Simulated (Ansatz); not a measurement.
**A geometry optimisation of C6H9PSi with B3LYP-D3(BJ)/def2-SVP**

The starting geometry of this gas-phase singlet was optimised with GFN2-xTB; its bonds are those of `[SiH3]Pc1ccccc1`.

```tsv
atom	x (Å)	y (Å)	z (Å)
C	0.3000	0.7670	0.0727
C	1.5666	0.3883	-0.3569
C	1.7118	-0.4122	-1.4750
C	0.5977	-0.8406	-2.1766
C	-0.6673	-0.4587	-1.7596
C	-0.8158	0.3442	-0.6455
P	0.0415	1.8366	1.5213
Si	-0.5509	0.2348	2.9686
H	-0.4811	0.8317	4.3012
H	0.3079	-0.9504	2.9088
H	-1.9232	-0.1485	2.6364
H	1.3765	1.8821	1.9117
H	2.4399	0.7233	0.1867
H	2.7007	-0.7023	-1.8000
H	0.7145	-1.4668	-3.0486
H	-1.5395	-0.7859	-2.3071
H	-1.8007	0.6523	-0.3206
```

Q: Predict what becomes of its bonds when it is optimised with B3LYP-D3(BJ)/def2-SVP.

A: It keeps its bonds, and is `[SiH3]Pc1ccccc1`.

The energy falls by 0.12 eV over 15 steps:

| step | E − E(last) (eV) |
| --- | --- |
| 1 | 0.116 |
| 3 | 0.008 |
| 4 | 0.003 |
| 6 | 0.002 |
| 7 | 0.001 |
| 9 | 0.001 |
| 10 | 0.000 |
| 12 | 0.000 |
| 13 | 0.000 |
| 15 | 0.000 |

Final geometry (Å):

```yaml
atoms:
  - { symbol: C, position_ang: [0.2458, 0.7883, 0.0581] }
  - { symbol: C, position_ang: [1.5202, 0.3174, -0.2992] }
  - { symbol: C, position_ang: [1.6876, -0.4946, -1.4232] }
  - { symbol: C, position_ang: [0.5843, -0.8587, -2.2004] }
  - { symbol: C, position_ang: [-0.6885, -0.3989, -1.8512] }
  - { symbol: C, position_ang: [-0.8555, 0.4246, -0.7359] }
  - { symbol: P, position_ang: [-0.0592, 1.8926, 1.5122] }
  - { symbol: Si, position_ang: [-0.4510, 0.2229, 3.0136] }
  - { symbol: H, position_ang: [-0.5312, 0.7979, 4.3893] }
  - { symbol: H, position_ang: [0.6063, -0.8294, 2.9772] }
  - { symbol: H, position_ang: [-1.7639, -0.3901, 2.6630] }
  - { symbol: H, position_ang: [1.3021, 2.0678, 1.9071] }
  - { symbol: H, position_ang: [2.3884, 0.5849, 0.3082] }
  - { symbol: H, position_ang: [2.6864, -0.8492, -1.6897] }
  - { symbol: H, position_ang: [0.7164, -1.4974, -3.0768] }
  - { symbol: H, position_ang: [-1.5564, -0.6759, -2.4548] }
  - { symbol: H, position_ang: [-1.8531, 0.7925, -0.4798] }
```

The end wasn't checked by frequencies. Run with Ansatz 0.2.0, 40 s on 4 threads of Arm Neoverse V2, with other jobs on the host.
